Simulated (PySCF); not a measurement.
Isomers C$_{5}$H$_{11}$FSi:

A. `CCC1(F)C[SiH2]C1`
B. `CC[C@H]1C[Si@@H](F)C1`
C. `CC/C=C\C[SiH2]F`

Spectrum 1. 1H NMR (500 MHz, computed): δ 5.80 (m, 1H), 5.46 (m, 1H), 4.95 (m, 2H), 2.27 (m, 2H), 2.17 (m, 2H), 1.03 (t, 3H). 13C{1H} NMR (computed): δ 142.7 (CH), 123.3 (CH), 25.3 (CH2), 19.8 (CH2), 18.3 (CH3).

Spectrum 2. 1H NMR (500 MHz, computed): δ 5.63 (m, 1H), 1.94 (m, 2H), 1.69 (m, 1H), 1.45 (m, 2H), 1.44 (m, 2H), 0.98 (t, 3H). 13C{1H} NMR (computed): δ 38.5 (CH2), 31.5 (CH2), 30.4 (CH), 14.6 (CH3).

Spectrum 3. 1H NMR (500 MHz, computed): δ 4.50 (m, 1H), 4.18 (m, 1H), 2.07 (m, 2H), 1.68 (m, 2H), 1.64 (m, 2H), 1.10 (t, 3H). 13C{1H} NMR (computed): δ 97.7 (C), 38.7 (CH2), 24.7 (CH2), 9.0 (CH3).

[PySCF: GIAO PBE0/pcSseg-1 shieldings; geometry from GFN2-xTB; one conformer; in vacuum; relativity neglected; rapidly exchanging positions averaged]

Chemical shifts δ = σref − σ; 1H (σref 31.72), 13C (σref 186.93) against TMS, all at this level. Splittings of carbon signals by F and P are missing where no couplings were computed. Where no couplings were computed, multiplicities follow the n + 1 count of equivalent neighbours, and m marks all less simple cases (inequivalent or close neighbours, rings, F or P nearby). Shifts are as computed. Against solution values, carbons near 30 ppm lie about +3 ppm off and those near 130 ppm about +5 ppm. Of 1309 compounds with measured shifts, 239 miss one by over three times the rms of a fit or turn the order of signals round; such compounds aren't used in these exercises.

Which spectrum belongs to which compound?

Results:

1–C, 2–B, 3–A.

- Spectrum 1 (C): 5 13C signals; δC 142.7 is an alkene CH; δC 123.3 is an alkene CH.
- Spectrum 2 (B): 4 13C signals; δC 38.5 is an sp3 CH2; δC 30.4 is an sp3 CH in a ring.
- Spectrum 3 (A): 4 13C signals; δC 97.7 is a fully substituted sp3 carbon bonded to F; δC 38.7 is an sp3 CH2.
